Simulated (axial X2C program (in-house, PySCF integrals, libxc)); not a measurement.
Low determinants of InTe⁻ at the PBE0 level, scalar-relativistic

Calculated with an in-house all-electron X2C program for linear molecules (integrals from PySCF). Spin-free means the one-electron spin-free X2C Hamiltonian. Basis: Te dyall-acv3z [12s13p9d5f1g], In dyall-acv3z [12s13p10d5f1g] (cores contracted in-house); Gaussian nuclei, density fitting, unrestricted open shells. Masses: Te 129.906 u, In 114.904 u.

Search at 2.640 Å (vertical energies from the lowest determinant):

| ΔE (eV) | state | electrons beyond evenly filled partner blocks | electrons in σ, π, δ, φ |
| --- | --- | --- | --- |
| 0.00 | M_S = 0, Λ = 0 | closed shell | 42 44 16 0 |
| 2.03 | M_S = 1, Λ = 1 | σα, π+α | 41 45 16 0 |
| 2.24 | M_S = 0, Λ = 1 | σα, π+β | 41 45 16 0 |
| 2.44 | M_S = 1, Λ = 0 | π+α, π+β, 2 × π-α | 42 44 16 0 |
| 2.44 | M_S = 1, Λ = 2 | 2 × π+α, π+β, π-α | 42 44 16 0 |
| 2.72 | M_S = 1, Λ = 0 | 2 × σα | 42 44 16 0 |
| 3.02 | M_S = 1, Λ = 1 | σα, π+α, π+β, π-α | 43 43 16 0 |

Lowest determinant, M_S = 0, Λ = 0 (closed shell): Re = 2.651 Å, ωe = 205.5 cm⁻¹.

The determinant in row 2 of the search, M_S = 1, Λ = 1 (beyond evenly filled blocks: σα, π+α), was followed along the bond at PBE0; measured from the minimum of the lowest determinant it gives:

Te = 2.007 eV (16185 cm⁻¹), Re = 2.722 Å, ωe = 150.6 cm⁻¹.

(1) Compare the bond of the determinant in row 2 with that of the lowest one.

The search compares states at one distance, so a state with another bond length can lie lower; it is not exhaustive and yields mostly the lowest determinant of each block pattern, so other components and higher states of one pattern are missing. These are energies of single determinants, not of spin-adapted states; PBE0 term energies can be off by some tenths of an eV, and the functional has no current term. For an anion, determinants above electron detachment are held by the basis set. Row 2 has a positive highest level at its minimum.

## Answers

(1) At PBE0 its Re is 0.071 Å longer and its force constant, which goes as ωe², is 0.54 times that of the lowest determinant. T0 ≈ Te + Δωe/2 = 16185 + (-27) = 16158 cm⁻¹.
